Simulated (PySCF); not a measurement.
AsH4Si, SMILES [SiH3][AsH], multiplicity 2. Coordinates come from a r2SCAN-D4/def2-TZVP optimisation. The isomer is the one that the SMILES or the coordinates give; other isomers of the formula were not compared.

The numbers are results of r2SCAN-D4/def2-TZVP in PySCF, not measurements.

Harmonic wavenumbers (cm⁻¹): 166, 357, 447, 472, 709, 880, 937, 942, 2174, 2200, 2208, 2227. Rotational constants (GHz): 61.60, 3.836, 3.770; symmetry number 1.

Problem. Work out the zero-point energy and the ideal-gas rigid-rotor harmonic-oscillator thermochemistry at 298.15 K and 1 atm.

Solution. ZPE = ½ Σ hcν = ½ × 13717 cm⁻¹ = 19.61 kcal/mol. H − E(el) = 23.07 kcal/mol. Entropy in cal/(mol K): translation 39.92, rotation 23.40, vibration 5.85, spin 1.38, total 70.55. G − E(el) = 2.04 kcal/mol. Cp = 16.33 cal/(mol K).
